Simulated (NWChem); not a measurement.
System: HfNHF₂; SMILES [NH]=[Hf]([F])[F]

Here is an NWChem input.

```
start job
memory heap 200 mb stack 900 mb global 1100 mb
geometry units angstroms noautoz
  Hf     0.088941     0.034601    -0.182298
  N     -0.649672    -1.570039     0.239974
  H     -1.024286    -2.411766     0.663206
  F      1.951983     0.100021     0.332404
  F     -0.970749     1.493712     0.516587
end
basis spherical
  * library def2-svp
end
ecp
  Hf library def2-ecp
end
dft
  xc xpbe96 cpbe96
  grid coarse
  iterations 150
  mulliken
end
task dft gradient
```

Excerpt of the output:

```
             Northwest Computational Chemistry Package (NWChem) 7.3.0
             --------------------------------------------------------

 CS  symmetry detected

                             Geometry "geometry" -> ""
                             -------------------------

 Output coordinates in angstroms (scale by  1.889725989 to convert to a.u.)

  No.       Tag          Charge          X              Y              Z
 ---- ---------------- ---------- -------------- -------------- --------------
    1 Hf                  72.0000    -0.01911706    -0.14933390     0.00000000
    2 N                    7.0000    -1.73607896     0.44292800     0.00000000
    3 H                    1.0000    -2.61163205     0.95417363     0.00000000
    4 F                    9.0000     0.89670072     0.37207616    -1.62162421
    5 F                    9.0000     0.89670072     0.37207616     1.62162421

 Effective nuclear repulsion energy (a.u.)     555.8451432017

      Symmetry information
      --------------------

 Group name             Cs
 Group number              2
 Group order               2
 No. of unique centers     4

 Summary of "ao basis" -> "ao basis" (spherical)
 ------------------------------------------------------------------------------
       Tag                 Description            Shells   Functions and Types
 ---------------- ------------------------------  ------  ---------------------
 Hf                         def2-svp                12       32   6s3p2d1f
 N                          def2-svp                 6       14   3s2p1d
 H                          def2-svp                 3        5   2s1p
 F                          def2-svp                 6       14   3s2p1d

      Symmetry analysis of basis
      --------------------------

        a'         50
        a"         29

            General Information
            -------------------
          SCF calculation type: DFT
          Wavefunction type:  closed shell.
          No. of atoms     :     5
          No. of electrons :    38
           Alpha electrons :    19
            Beta electrons :    19
          Charge           :     0
          Spin multiplicity:     1
          Use of symmetry is: on ; symmetry adaption is: on
          Maximum number of iterations: 150
          AO basis - number of functions:    79
                     number of shells:    33
          Convergence on energy requested:  1.00D-06
          Convergence on density requested:  1.00D-05
          Convergence on gradient requested:  5.00D-04

              XC Information
              --------------
          PerdewBurkeErnzerhof Exchange Functional  1.000
            Perdew 1991 LDA Correlation Functional  1.000 local
           PerdewBurkeErnz. Correlation Functional  1.000 non-local

             Grid Information
             ----------------
          Grid used for XC integration:  coarse
          Radial quadrature: Mura-Knowles
          Angular quadrature: Lebedev.
          Tag              B.-S. Rad. Rad. Pts. Rad. Cut. Ang. Pts.
          ---              ---------- --------- --------- ---------
          Hf                  1.55      104           9.0       302
          N                   0.65       35           8.0       302
          H                   0.35       35          11.0       302
          F                   0.50       35          10.0       302
          Grid pruning is: on
          Number of quadrature shells:   209
          Spatial weights used:  Erf1

      Superposition of Atomic Density Guess
      -------------------------------------

 Sum of atomic energies:        -305.26672363

      Non-variational initial energy
      ------------------------------

 Total energy =    -300.590371
 1-e energy   =    -682.332630
 2-e energy   =     255.047775
 HOMO         =      -0.365566
 LUMO         =      -0.104255

      Symmetry analysis of molecular orbitals - initial
      -------------------------------------------------

  Numbering of irreducible representations:

     1 a'          2 a"

  Orbital symmetries:

     1 a'          2 a"          3 a'          4 a'          5 a"
     6 a'          7 a'          8 a'          9 a"         10 a'
    11 a'         12 a"         13 a'         14 a"         15 a'
    16 a"         17 a'         18 a'         19 a"         20 a'
    21 a'         22 a"         23 a'         24 a'         25 a"
    26 a'         27 a'         28 a"         29 a'

     ---------------------------------------------
      Total Density - Mulliken Population Analysis
     ---------------------------------------------

    Atom       Charge   Shell Charges
 -----------   ------   -------------------------------------------------------
    1 Hf  12     9.46   0.03 -0.29  1.74  0.55  0.21  0.03  5.48  0.58  0.07  0.79  0.15  0.12
    2 N    7     8.33   1.99  1.10  0.57  2.81  1.85  0.01
    3 H    1     0.79   0.61  0.13  0.05
    4 F    9     9.71   1.99  1.16  0.80  3.59  2.17  0.00
    5 F    9     9.71   1.99  1.16  0.80  3.59  2.17  0.00

   convergence    iter        energy       DeltaE   RMS-Dens  Diis-err
 ---------------- ----- ----------------- --------- --------- ---------
 d= 0,ls=0.0,diis     1   -302.3892547893 -4.29D+02  6.78D-02  2.69D+00
 d= 0,ls=0.0,diis     2   -295.8102364190  6.58D+00  5.66D-02  5.23D+01
 d= 0,ls=0.0,diis     3   -302.7413913651 -6.93D+00  4.97D-03  2.95D-01
 d= 0,ls=0.0,diis     4   -302.7556920648 -1.43D-02  3.55D-03  1.54D-01
 d= 0,ls=0.0,diis     5   -302.7668477818 -1.12D-02  1.63D-03  4.22D-02
  Resetting Diis
 d= 0,ls=0.0,diis     6   -302.7722638637 -5.42D-03  3.25D-04  2.06D-03
 d= 0,ls=0.0,diis     7   -302.7724495933 -1.86D-04  5.79D-04  2.72D-04
 d= 0,ls=0.0,diis     8   -302.7720248299  4.25D-04  4.55D-04  3.50D-03
 d= 0,ls=0.0,diis     9   -302.7724830497 -4.58D-04  5.22D-05  3.80D-05
 d= 0,ls=0.0,diis    10   -302.7724872308 -4.18D-06  5.02D-06  1.34D-07
 d= 0,ls=0.0,diis    11   -302.7724872512 -2.04D-08  9.61D-07  6.46D-09

         Total DFT energy =     -302.772487251233
      One electron energy =     -686.785748485458
           Coulomb energy =      291.301847886578
    Exchange-Corr. energy =      -33.983071447249
 Nuclear repulsion energy =      126.694484794896

 Numeric. integr. density =       37.999946824577

                  Occupations of the irreducible representations
                  ----------------------------------------------

                     irrep           alpha         beta
                     --------     --------     --------
                     a'               12.0         12.0
                     a"                7.0          7.0

                       DFT Final Molecular Orbital Analysis
                       ------------------------------------

 Vector   17  Occ=2.000000D+00  E=-3.212357D-01  Symmetry=a'
              MO Center=  2.5D-02,  4.0D-01, -1.0D-09, r^2= 3.9D+00
   Bfn.  Coefficient  Atom+Function         Bfn.  Coefficient  Atom+Function
  ----- ------------  ---------------      ----- ------------  ---------------
    36      0.262107  2 N  px                55     -0.242579  4 F  px
    69     -0.242579  5 F  px                56      0.226608  4 F  py
    70      0.226608  5 F  py                 7     -0.215009  1 Hf px
    47      0.210565  3 H  s                 35     -0.182571  2 N  s
    57     -0.178081  4 F  pz                71      0.178081  5 F  pz

 Vector   18  Occ=2.000000D+00  E=-2.218440D-01  Symmetry=a'
              MO Center= -1.3D+00,  2.6D-01,  8.7D-13, r^2= 1.8D+00
   Bfn.  Coefficient  Atom+Function         Bfn.  Coefficient  Atom+Function
  ----- ------------  ---------------      ----- ------------  ---------------
    37      0.438013  2 N  py                40     -0.318965  2 N  py
    16      0.315278  1 Hf d -2              36      0.217002  2 N  px
    20      0.208865  1 Hf d  2              39     -0.149949  2 N  px
     5     -0.110487  1 Hf s                  3      0.085886  1 Hf s
    21      0.085577  1 Hf d -2               8      0.084343  1 Hf py

 Vector   19  Occ=2.000000D+00  E=-2.019962D-01  Symmetry=a"
              MO Center= -1.4D+00,  3.6D-01,  5.3D-15, r^2= 1.8D+00
   Bfn.  Coefficient  Atom+Function         Bfn.  Coefficient  Atom+Function
  ----- ------------  ---------------      ----- ------------  ---------------
    38      0.515854  2 N  pz                41     -0.391272  2 N  pz
    19     -0.253273  1 Hf d  1              17     -0.142306  1 Hf d -1
     9      0.135286  1 Hf pz                56      0.088627  4 F  py
    57     -0.088791  4 F  pz                70     -0.088627  5 F  py
    71     -0.088791  5 F  pz                15     -0.085728  1 Hf pz

 Vector   20  Occ=0.000000D+00  E=-1.329375D-01  Symmetry=a'
              MO Center= -9.2D-02, -9.6D-01, -1.8D-13, r^2= 3.4D+00
   Bfn.  Coefficient  Atom+Function         Bfn.  Coefficient  Atom+Function
  ----- ------------  ---------------      ----- ------------  ---------------
     5      0.473035  1 Hf s                  6      0.446850  1 Hf s
    20     -0.444779  1 Hf d  2               3     -0.297814  1 Hf s
    14     -0.279340  1 Hf py                18     -0.238824  1 Hf d  0
     2      0.179094  1 Hf s                  4     -0.168073  1 Hf s
     8      0.166995  1 Hf py                16      0.145187  1 Hf d -2

 Vector   21  Occ=0.000000D+00  E=-5.456475D-02  Symmetry=a"
              MO Center= -5.1D-02, -5.1D-01, -9.1D-15, r^2= 3.2D+00
   Bfn.  Coefficient  Atom+Function         Bfn.  Coefficient  Atom+Function
  ----- ------------  ---------------      ----- ------------  ---------------
    17      0.779815  1 Hf d -1              15     -0.347179  1 Hf pz
    22      0.255796  1 Hf d -1               9      0.172864  1 Hf pz
    56     -0.138586  4 F  py                70      0.138586  5 F  py
    59      0.113588  4 F  py                73     -0.113588  5 F  py
    60      0.107036  4 F  pz                74      0.107036  5 F  pz

 Vector   22  Occ=0.000000D+00  E=-3.544876D-02  Symmetry=a'
              MO Center=  4.7D-01, -5.3D-01,  3.2D-13, r^2= 4.6D+00
   Bfn.  Coefficient  Atom+Function         Bfn.  Coefficient  Atom+Function
  ----- ------------  ---------------      ----- ------------  ---------------
    16      0.597748  1 Hf d -2              14      0.421318  1 Hf py
    13     -0.311267  1 Hf px                 6     -0.296166  1 Hf s
    35      0.276599  2 N  s                 18     -0.268704  1 Hf d  0
    21      0.249969  1 Hf d -2              40      0.162054  2 N  py
    39      0.159111  2 N  px                56      0.145632  4 F  py

     ---------------------------------------------
      Total Density - Mulliken Population Analysis
     ---------------------------------------------

    Atom       Charge   Shell Charges
 -----------   ------   -------------------------------------------------------
    1 Hf  12    11.11   0.03 -0.30  1.82  0.47  0.30 -0.01  5.52  0.57  0.18  1.96  0.41  0.15
    2 N    7     7.35   1.99  1.01  0.57  2.34  1.43  0.01
    3 H    1     0.90   0.73  0.13  0.05
    4 F    9     9.32   1.99  1.13  0.82  3.32  2.06  0.00
    5 F    9     9.32   1.99  1.13  0.82  3.32  2.06  0.00

     -------------------------------------------
      Total Density - Lowdin Population Analysis
     -------------------------------------------

    Atom       Charge   Shell Charges
 -----------   ------   -------------------------------------------------------
    1 Hf  12    11.65   0.00  0.03  1.08  0.78  0.31  0.10  4.89  1.23  0.27  1.85  0.74  0.36
    2 N    7     7.15   1.97  0.79  0.51  2.16  1.71  0.02
    3 H    1     0.93   0.59  0.22  0.13
    4 F    9     9.13   1.98  1.02  0.78  3.20  2.16  0.00
    5 F    9     9.13   1.98  1.02  0.78  3.20  2.16  0.00

     Multipole analysis of the density
     ---------------------------------

     L   x y z        total         alpha         beta         nuclear
     -   - - -        -----         -----         ----         -------
     0   0 0 0     -0.000000    -19.000000    -19.000000     38.000000

     1   1 0 0     -0.116544     -1.142052     -1.142052      2.167560
     1   0 1 0     -1.431461     -9.181735     -9.181735     16.932009
     1   0 0 1     -0.000000     -0.000000     -0.000000      0.000000

     2   2 0 0    -29.377668    -90.388430    -90.388430    151.399192
     2   1 1 0     -1.424459      2.563974      2.563974     -6.552407
     2   1 0 1      0.000000      0.000000      0.000000      0.000000
     2   0 2 0    -23.973507    -20.991698    -20.991698     18.009889
     2   0 1 1     -0.000000     -0.000000     -0.000000      0.000000
     2   0 0 2    -33.652679   -101.342668   -101.342668    169.032656

            General Information
            -------------------
          SCF calculation type: DFT
          Wavefunction type:  closed shell.
          No. of atoms     :     5
          No. of electrons :    38
           Alpha electrons :    19
            Beta electrons :    19
          Charge           :     0
          Spin multiplicity:     1
          Use of symmetry is: on ; symmetry adaption is: on
          Maximum number of iterations: 150
          AO basis - number of functions:    79
                     number of shells:    33
          Convergence on energy requested:  1.00D-06
          Convergence on density requested:  1.00D-05
          Convergence on gradient requested:  5.00D-04

              XC Information
              --------------
          PerdewBurkeErnzerhof Exchange Functional  1.000
            Perdew 1991 LDA Correlation Functional  1.000 local
           PerdewBurkeErnz. Correlation Functional  1.000 non-local

             Grid Information
             ----------------
          Grid used for XC integration:  coarse
          Radial quadrature: Mura-Knowles
          Angular quadrature: Lebedev.
          Tag              B.-S. Rad. Rad. Pts. Rad. Cut. Ang. Pts.
          ---              ---------- --------- --------- ---------
          Hf                  1.55      104           9.0       302
          N                   0.65       35           8.0       302
          H                   0.35       35          11.0       302
          F                   0.50       35          10.0       302
          Grid pruning is: on
          Number of quadrature shells:   209
          Spatial weights used:  Erf1

          Convergence Information
          -----------------------
          Convergence aids based upon iterative change in
          total energy or number of iterations.
          Levelshifting, if invoked, occurs when the
          HOMO/LUMO gap drops below (HL_TOL):  1.00D-02
          DIIS, if invoked, will attempt to extrapolate
          using up to (NFOCK): 10 stored Fock matrices.

                    Damping( 0%)  Levelshifting(0.5)       DIIS
                  --------------- ------------------- ---------------
          dE  on:    start            ASAP                start
          dE off:    2 iters        150 iters           150 iters

                            NWChem DFT Gradient Module
                            --------------------------

  charge          =   0.00
  wavefunction    = closed shell

  Using symmetry

                         DFT ENERGY GRADIENTS

    atom               coordinates                        gradient
                 x          y          z           x          y          z
   1 Hf     -0.036126  -0.282200   0.000000   -0.009324   0.012455   0.000000
   2 N      -3.280714   0.837013   0.000000    0.007218  -0.002244   0.000000
   3 H      -4.935269   1.803127   0.000000    0.006517  -0.004182   0.000000
   4 F       1.694519   0.703122  -3.064425   -0.002206  -0.003015   0.004513
   5 F       1.694519   0.703122   3.064425   -0.002206  -0.003015  -0.004513
```

Level: PBE/def2-SVP with def2 effective core potentials on Hf. Geometry: optimised at PBE0/def2-SVP. def2 effective core potentials on Hf; no spin-orbit coupling.
